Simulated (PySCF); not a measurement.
**Nonlinear optical response: SMILES C#CC(C)=C=C(C)C, C$_{8}$H$_{10}$**

Geometry (Å), atoms numbered from 1 in this order:
```xyz
18

C     3.0965    1.6603    1.5574
C     2.3673    0.9831    0.8622
C     1.5532    0.1642    0.0133
C     2.2595   -0.6695   -1.0297
C     0.2388    0.1602    0.1614
C    -1.0648    0.1562    0.3077
C    -1.7519   -0.8088    1.2367
C    -1.9460    1.1219   -0.4387
H     3.7282    2.2649    2.1808
H     2.8361   -0.0247   -1.7113
H     2.9710   -1.3610   -0.5519
H     1.5379   -1.2521   -1.6172
H    -2.3160   -0.2597    2.0091
H    -2.4798   -1.4247    0.6826
H    -1.0376   -1.4758    1.7365
H    -2.5151    1.7464    0.2702
H    -2.6831    0.5762   -1.0513
H    -1.3657    1.7828   -1.0956
```

Method used: PySCF 2.14.0, quadratic response CAM-B3LYP/aug-cc-pVDZ first hyperpolarisability, Taylor convention, gas phase. Geometry: PBE0-D3(BJ)/def2-SVP.

(1) What is the first hyperpolarisability, and how does it disperse?

(2) Which lowest excitations, dipole and polarisabilities go with it?

Results:

(1) In au, Taylor convention; the vector part is βᵢ = ⅓ Σⱼ (βᵢⱼⱼ + βⱼᵢⱼ + βⱼⱼᵢ); β∥ is 3/5 of the vector part along the dipole, the dipole points from − to +:
| process | λ (nm) | β vector norm | β∥ | β HRS | depolarisation ratio |
| --- | --- | --- | --- | --- | --- |
| static β(0;0,0) | ∞ | 114.6 | 62.2 | 47.9 | 4.85 |
| second harmonic β(−2ω;ω,ω) | 1907 | 121.5 | 65.9 | 50.9 | 4.84 |
| Pockels β(−ω;ω,0) | 1907 | 116.8 | 63.4 | – | – |
| second harmonic β(−2ω;ω,ω) | 1064 | 139.3 | 75.4 | 58.9 | 4.76 |
| Pockels β(−ω;ω,0) | 1064 | 122.0 | 66.2 | – | – |

(2) S1 5.23 eV (f = 0.000); S2 5.47 eV (f = 0.000); S3 5.62 eV (f = 0.356); dipole 1.27 D; isotropic α 107.1 au static, 107.5 au at 1907 nm, 108.6 au at 1064 nm, 108.9 au at 953.5 nm, 113.6 au at 532 nm.
